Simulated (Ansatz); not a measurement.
Reactions of ClHOSn, SMILES `[OH][Sn][Cl]`.

Computed with Ansatz on PBE0-D4/def2-TZVP structures; ΔE is electronic, products minus reactants. CBS: MP2 limit from def2 TZ/QZ plus the TZ coupled-cluster correction, frozen cores. This one scheme is used for every species. Functionals use def2-TZVPP. def2 core potentials past Kr. For Sn outer-core shells are correlated without core-valence functions, which leaves a few kJ/mol of doubt a bond. One conformer a species, not always the lowest.

```
                                                         reaction  ωB97M-V (kJ/mol)  CCSD(T)/def2-SVP (kJ/mol)
                      `[OH][Sn][Cl]` + H₂O → `[OH][Sn][OH]` + HCl                59                         56
                   `[OH][Sn][Cl]` + `CC` → `C[CH2][Sn][OH]` + HCl               176                        166
                     `[OH][Sn][Cl]` + CH₄ → `[CH3][Sn][OH]` + HCl               171                        167
                `[OH][Sn][Cl]` + `CCC` → `C[CH](C)[Sn][OH]` + HCl               182                        170
            `[OH][Sn][Cl]` + `C#CCOC` → `C[O][Sn][OH]` + `C#CCCl`                57                         63
           `[OH][Sn][Cl]` + `O[SiH3]` → `[SiH3][O][Sn][Cl]` + H₂O               -27                        -37
                    `[OH][Sn][Cl]` + CH₃OH → `C[O][Sn][Cl]` + H₂O               -11                        -18
`[OH][Sn][Cl]` + `CC(C)CCC(C)C` → `C[CH](C)[Sn][Cl]` + `CC(C)CCO`               151                        136
```

(1) Give the CCSD(T)/CBS values in the same order. (Estimate.)

Largest T1 diagnostic: 0.018, for `[OH][Sn][OH]`.

Answers

(1) Computed: 60, 173, 171, 178, 53, -31, -15, 154 kJ/mol.
